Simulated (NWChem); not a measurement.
System: CH₇ClSi₂; SMILES C[SiH2][SiH2]Cl

Here is an NWChem input.

```
start job
memory heap 200 mb stack 900 mb global 1100 mb
geometry units angstroms noautosym nocenter noautoz
  Si     0.892791     0.649512     0.319496
  Cl    -0.796045     1.796855    -0.120501
  Si     0.396923    -1.543019    -0.350689
  C     -1.240855    -2.074991     0.408871
  H      1.141292     0.756784     1.789013
  H      2.056983     1.245624    -0.400417
  H      1.515376    -2.448781     0.065885
  H      0.322614    -1.555589    -1.845490
  H     -1.163806    -2.136792     1.504955
  H     -1.549319    -3.060341     0.027955
  H     -2.024336    -1.343171     0.160072
end
basis spherical
  * library 6-31g*
end
dft
  xc m05-2x
  iterations 150
end
cosmo
  do_cosmo_smd true
  solvent acetone
end
task dft energy
```

Parts of the log:

```
             Northwest Computational Chemistry Package (NWChem) 7.3.0
             --------------------------------------------------------

                             Geometry "geometry" -> ""
                             -------------------------

 Output coordinates in angstroms (scale by  1.889725989 to convert to a.u.)

  No.       Tag          Charge          X              Y              Z
 ---- ---------------- ---------- -------------- -------------- --------------
    1 Si                  14.0000     0.89279100     0.64951200     0.31949600
    2 Cl                  17.0000    -0.79604500     1.79685500    -0.12050100
    3 Si                  14.0000     0.39692300    -1.54301900    -0.35068900
    4 C                    6.0000    -1.24085500    -2.07499100     0.40887100
    5 H                    1.0000     1.14129200     0.75678400     1.78901300
    6 H                    1.0000     2.05698300     1.24562400    -0.40041700
    7 H                    1.0000     1.51537600    -2.44878100     0.06588500
    8 H                    1.0000     0.32261400    -1.55558900    -1.84549000
    9 H                    1.0000    -1.16380600    -2.13679200     1.50495500
   10 H                    1.0000    -1.54931900    -3.06034100     0.02795500
   11 H                    1.0000    -2.02433600    -1.34317100     0.16007200

 Effective nuclear repulsion energy (a.u.)     266.7721202396

                                 NWChem DFT Module
                                 -----------------

 Summary of "ao basis" -> "ao basis" (spherical)
 ------------------------------------------------------------------------------
       Tag                 Description            Shells   Functions and Types
 ---------------- ------------------------------  ------  ---------------------
 Si                          6-31g*                  8       18   4s3p1d
 Cl                          6-31g*                  8       18   4s3p1d
 C                           6-31g*                  6       14   3s2p1d
 H                           6-31g*                  2        2   2s

 in cosmo_initialize ...
 calling solv_data for solv:acetone

 solvent parameters
 solvname_short: acetone
 solvname_long:  acetone
 dielec:       20.4930
 dielecinf:     1.8463
 nonaqueous SMD model solvent descriptors
 dielec:       20.4930
 sola:          0.0400
 solb:          0.4900
 solc:          0.0000
 solg:         33.7700
 solh:          0.0000
 soln:          1.3588

          ---------------
          -cosmo- solvent
          ---------------
 Cosmo: York-Karplus, doi: 10.1021/jp992097l
 dielectric constant -eps-     =  20.49
 screen = (eps-1)/(eps    )    =   0.95120
 surface charge correction     = lagrangian

   van der Waals surface
 --------------------------

 ---------- ATOMIC COORDINATES (A.U.) ------------ VDWR(ANG.) --
     1    1.68713036    1.22739971    0.60375989     2.470
     2   -1.50430692    3.39556359   -0.22771387     2.380
     3    0.75007571   -2.91588311   -0.66270612     2.470
     4   -2.34487594   -3.92116442    0.77265415     1.850
     5    2.15672915    1.43011439    3.38074436     1.200
     6    3.88713423    2.35388804   -0.75667841     1.200
     7    2.86364541   -4.62752510    0.12450460     1.200
     8    0.60965206   -2.93963696   -3.48747041     1.200
     9   -2.19927444   -4.03795137    2.84395258     1.200
    10   -2.92778838   -5.78320592    0.05282729     1.200
    11   -3.82544035   -2.53822515    0.30249222     1.200
 number of segments per atom =        128
 number of   points per atom =        128
 atom (   nspa,  nppa )
 ----------------------
    1 (     62,     0 )       0
    2 (     88,     0 )       0
    3 (     71,     0 )       0
    4 (     44,     0 )       0
    5 (     31,     0 )       0
    6 (     32,     0 )       0
    7 (     33,     0 )       0
    8 (     34,     0 )       0
    9 (     52,     0 )       0
   10 (     55,     0 )       0
   11 (     51,     0 )       0
 number of -cosmo- surface points =      553
 molecular surface =    154.450 angstrom**2
 molecular volume  =    148.524 angstrom**3
 -lineq- algorithm             =   0
 -bem- low  level              =   3
 -bem- from -octahedral-
 gaussian surface charge width =   4.50000
 degree of switching           =   1.00000
 switching function tolerance  =   0.00010
 atomic radii =
 --------------
    1 14.000  2.470
    2 17.000  2.380
    3 14.000  2.470
    4  6.000  1.850
    5  1.000  1.200
    6  1.000  1.200
    7  1.000  1.200
    8  1.000  1.200
    9  1.000  1.200
   10  1.000  1.200
   11  1.000  1.200
 ...... end of -cosmo- initialization ......

 nat:                    11
 ixmem:                  6636
 calling mnsol_interface()
 G(SMD-CDS) energy (kcal/mol)  =    -0.723
 SMD-CDS SASA (angstrom**2)    =   173.380

            General Information
            -------------------
          SCF calculation type: DFT
          Wavefunction type:  closed shell.
          No. of atoms     :    11
          No. of electrons :    58
           Alpha electrons :    29
            Beta electrons :    29
          Charge           :     0
          Spin multiplicity:     1
          Use of symmetry is: off; symmetry adaption is: off
          Maximum number of iterations: 150
          AO basis - number of functions:    82
                     number of shells:    44
          Convergence on energy requested:  1.00D-06
          Convergence on density requested:  1.00D-05
          Convergence on gradient requested:  5.00D-04

              XC Information
              --------------
                       M05-2X Method XC Functional
                     Hartree-Fock (Exact) Exchange  0.560
                M05-2X metaGGA Exchange Functional  0.440
                      M05-2X Correlation Potential  1.000

             Grid Information
             ----------------
          Grid used for XC integration:  medium
          Radial quadrature: Mura-Knowles
          Angular quadrature: Lebedev.
          Tag              B.-S. Rad. Rad. Pts. Rad. Cut. Ang. Pts.
          ---              ---------- --------- --------- ---------
          Si                  1.10       88          11.0       590
          Cl                  1.00       88          12.0       590
          C                   0.70       49          11.0       434
          H                   0.35       45          12.0       434
          Grid pruning is: on
          Number of quadrature shells:   628
          Spatial weights used:  Erf1

      Superposition of Atomic Density Guess
      -------------------------------------

 Sum of atomic energies:       -1078.23307968

      Non-variational initial energy
      ------------------------------

 Total energy =   -1079.726903
 1-e energy   =   -2021.507613
 2-e energy   =     675.008590
 HOMO         =      -0.298507
 LUMO         =       0.025507

   convergence    iter        energy       DeltaE   RMS-Dens  Diis-err
 ---------------- ----- ----------------- --------- --------- ---------
     COSMO gas phase
 d= 0,ls=0.0,diis     1  -1081.4028407738 -1.35D+03  8.43D-03  2.81D-01
 d= 0,ls=0.0,diis     2  -1081.4318142049 -2.90D-02  3.93D-03  6.85D-02
 d= 0,ls=0.0,diis     3  -1081.4425016669 -1.07D-02  9.93D-04  7.44D-03
 d= 0,ls=0.0,diis     4  -1081.4436700733 -1.17D-03  1.65D-04  1.62D-04
 d= 0,ls=0.0,diis     5  -1081.4436949528 -2.49D-05  6.39D-05  3.30D-05
  Resetting Diis
 d= 0,ls=0.0,diis     6  -1081.4437002144 -5.26D-06  1.65D-05  1.55D-06
 d= 0,ls=0.0,diis     7  -1081.4437004593 -2.45D-07  4.96D-06  7.59D-08

   convergence    iter        energy       DeltaE   RMS-Dens  Diis-err
 ---------------- ----- ----------------- --------- --------- ---------
     COSMO solvation phase
 d= 0,ls=0.0,diis     1  -1081.4479346138 -4.23D-03  9.64D-04  8.14D-04
 d= 0,ls=0.0,diis     2  -1081.4482591654 -3.25D-04  2.30D-04  1.68D-04
 d= 0,ls=0.0,diis     3  -1081.4482885566 -2.94D-05  1.04D-04  2.36D-05
 d= 0,ls=0.0,diis     4  -1081.4482942945 -5.74D-06  2.03D-05  9.91D-07
 d= 0,ls=0.0,diis     5  -1081.4482945000 -2.05D-07  4.94D-06  9.36D-08

         Total DFT energy =    -1081.448294500030
      One electron energy =    -2024.970533317458
           Coulomb energy =      754.949480900317
    Exchange-Corr. energy =      -78.118788709662
 Nuclear repulsion energy =      266.772120239589

             COSMO energy =       -0.080573612817

 Numeric. integr. density =       57.999997606419

                                COSMO-SMD solvation results
                                ---------------------------

             internal energy in gas <Psi(g)|H|Psi(g)> =     -1081.443700459302
         internal energy in solvent <Psi(s)|H|Psi(s)> =     -1081.443272744799
                               delta internal energy  =         0.000427714504 (    0.27 kcal/mol)
   total free energy in solvent <Psi(s)|H+V/2|Psi(s)> =     -1081.447142546866
 polarization energy contribution <Psi(s)|V/2|Psi(s)> =        -0.003869802067 (   -2.43 kcal/mol)
    total free energy in solvent including G(SMD-CDS) =     -1081.448294500030
                       G(SMD-CDS) energy contribution =        -0.001151953165 (   -0.72 kcal/mol)
     1 M fixed-concentration free energy of solvation =        -0.004594040728 (   -2.88 kcal/mol)

                       DFT Final Molecular Orbital Analysis
                       ------------------------------------

 Vector   27  Occ=2.000000D+00  E=-3.849812D-01
              MO Center= -4.0D-01, -1.3D+00,  1.1D-02, r^2= 4.2D+00
   Bfn.  Coefficient  Atom+Function         Bfn.  Coefficient  Atom+Function
  ----- ------------  ---------------      ----- ------------  ---------------
    57     -0.320762   4 C  px               43      0.313899   3 Si px
    27      0.206703   2 Cl pz               61     -0.189472   4 C  px
    45     -0.168059   3 Si pz               26     -0.162350   2 Cl py
    59      0.158754   4 C  pz               74      0.151102   7 H  s
    39     -0.132146   3 Si px               73      0.125872   7 H  s

 Vector   28  Occ=2.000000D+00  E=-3.737457D-01
              MO Center=  7.8D-02,  9.7D-01,  1.3D-01, r^2= 4.4D+00
   Bfn.  Coefficient  Atom+Function         Bfn.  Coefficient  Atom+Function
  ----- ------------  ---------------      ----- ------------  ---------------
    27      0.476514   2 Cl pz               31      0.281909   2 Cl pz
    70     -0.219936   5 H  s                72      0.219370   6 H  s
     9     -0.199898   1 Si pz               25     -0.193785   2 Cl px
    23     -0.185205   2 Cl pz               69     -0.158816   5 H  s
    71      0.159301   6 H  s                57      0.128338   4 C  px

 Vector   29  Occ=2.000000D+00  E=-3.317893D-01
              MO Center=  3.5D-01, -9.9D-02, -2.4D-03, r^2= 4.2D+00
   Bfn.  Coefficient  Atom+Function         Bfn.  Coefficient  Atom+Function
  ----- ------------  ---------------      ----- ------------  ---------------
    44     -0.347409   3 Si py                8      0.339963   1 Si py
    26     -0.318211   2 Cl py               30     -0.207644   2 Cl py
    72      0.137227   6 H  s                40      0.135520   3 Si py
    70      0.129660   5 H  s                 4     -0.128787   1 Si py
     6     -0.128053   1 Si s                 9      0.123265   1 Si pz

 Vector   30  Occ=0.000000D+00  E= 2.277194D-02
              MO Center=  7.8D-01,  2.9D-01,  2.0D-01, r^2= 4.9D+00
   Bfn.  Coefficient  Atom+Function         Bfn.  Coefficient  Atom+Function
  ----- ------------  ---------------      ----- ------------  ---------------
    11      0.843866   1 Si px               28      0.702983   2 Cl s
    10     -0.568674   1 Si s                12     -0.469138   1 Si py
    29      0.407988   2 Cl px               60      0.316524   4 C  s
     7      0.313945   1 Si px               30     -0.303139   2 Cl py
    47      0.279456   3 Si px               74     -0.257398   7 H  s

 Vector   31  Occ=0.000000D+00  E= 5.901992D-02
              MO Center=  5.8D-01, -7.1D-01,  4.9D-03, r^2= 5.6D+00
   Bfn.  Coefficient  Atom+Function         Bfn.  Coefficient  Atom+Function
  ----- ------------  ---------------      ----- ------------  ---------------
    48      0.884351   3 Si py               12      0.825863   1 Si py
    10     -0.687757   1 Si s                60      0.636247   4 C  s
    46      0.531155   3 Si s                70      0.526285   5 H  s
    76     -0.494195   8 H  s                47      0.482805   3 Si px
    72     -0.451455   6 H  s                13     -0.356891   1 Si pz

 Vector   32  Occ=0.000000D+00  E= 7.107086D-02
              MO Center=  7.7D-01, -3.8D-01, -8.3D-02, r^2= 6.5D+00
   Bfn.  Coefficient  Atom+Function         Bfn.  Coefficient  Atom+Function
  ----- ------------  ---------------      ----- ------------  ---------------
    46     -1.540344   3 Si s                10      1.415458   1 Si s
    48     -1.204248   3 Si py               12     -1.131817   1 Si py
    49     -0.700970   3 Si pz               13     -0.641727   1 Si pz
    11     -0.469169   1 Si px               60      0.418059   4 C  s
     6      0.301546   1 Si s                47      0.232599   3 Si px

     Multipole analysis of the density
     ---------------------------------

     L   x y z        total         alpha         beta         nuclear
     -   - - -        -----         -----         ----         -------
     0   0 0 0     -0.000000    -29.000000    -29.000000     58.000000

     1   1 0 0      0.375380      2.666156      2.666156     -4.956931
     1   0 1 0     -0.863820      2.359948      2.359948     -5.583715
     1   0 0 1      0.315423     -1.042246     -1.042246      2.399914

     2   2 0 0    -35.639325   -105.601223   -105.601223    175.563122
     2   1 1 0      2.513306      1.548464      1.548464     -0.583623
     2   1 0 1      0.134930      1.433334      1.433334     -2.731738
     2   0 2 0    -37.754053   -279.986840   -279.986840    522.219628
     2   0 1 1     -0.356034     -3.316768     -3.316768      6.277501
     2   0 0 2    -36.276707    -42.177183    -42.177183     48.077658
```

Level: M05-2X/6-31G* (spherical d), SMD on the gas-phase geometry. Geometry: optimised at PBE0/def2-SVP. Solvent: acetone.
